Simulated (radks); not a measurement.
The numbers below are computed, except where a source is named.
Ne, 10 electrons, occupied as [Ne].

Level of theory: scalar-relativistic Kohn-Sham, PBE, spin-polarised, spherical densities, point nucleus (a radial shooting solver on a logarithmic mesh with Libxc functionals).

Energy parts (hartree):
part                      energy
total                 -129.01346
kinetic                128.98074
electron-nucleus      -311.50691
Hartree                 65.90353
exchange-correlation   -12.39082

Orbitals (lengths in bohr, moments of r in powers of bohr; r(90%) holds 90 % of the orbital's charge):
| orbital | occ. | eigenvalue (hartree) | r(90%) | <r^4> |
|---|---|---|---|---|
| 1s | 2 | -30.53151 | 0.283 | 0.002958 |
| 2s | 2 | -1.33786 | 1.45 | 1.974 |
| 2p | 6 | -0.49002 | 1.74 | 4.790 |

The highest occupied level is 2p at -13.334 eV. The density falls to 0.001 e/bohr^3 at r = 2.98 bohr. Summed over all electrons, <r^2> = 9.826 bohr^2, which gives a Langevin (diamagnetic) susceptibility term of -7.78 x 10^-6 cm^3/mol. For comparison, the ionisation energy in NIST's Atomic Spectra Database is 21.565 eV (measured). In exact Kohn-Sham theory the highest level is minus the ionisation energy, but local and semilocal functionals leave it too shallow, through self-interaction and a potential that decays too fast; potentials with the right tail come closer.
